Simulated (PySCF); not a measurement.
Correlation energy of Ge (germanium, neutral)

[Ar] 3d10 4s2 4p2, high-spin 3P determinant. Computed with PySCF 2.14 in aug-cc-pVDZ-PP with ECP10MDF (5s4p3d, 32 functions), with a scalar-relativistic core potential. Frozen: 3s2 3p6 3d10; 4 electrons correlated.

```
  level  correlation energy (mhartree)
   CCSD                         -57.24
    (T)                          -0.90
CCSD(T)                         -58.14
  CCSDT                         -58.46
    FCI                         -58.50
```

Diagnostics: T1 = 0.0086, D1 = 0.0237, largest double amplitude 0.069, weight of the Hartree-Fock determinant in FCI 0.9418 (40733 determinants).

Question: Is a single reference adequate?

Answer: Yes, within this model without spin-orbit coupling: T1 lies below 0.03 and no double amplitude reaches 0.07.
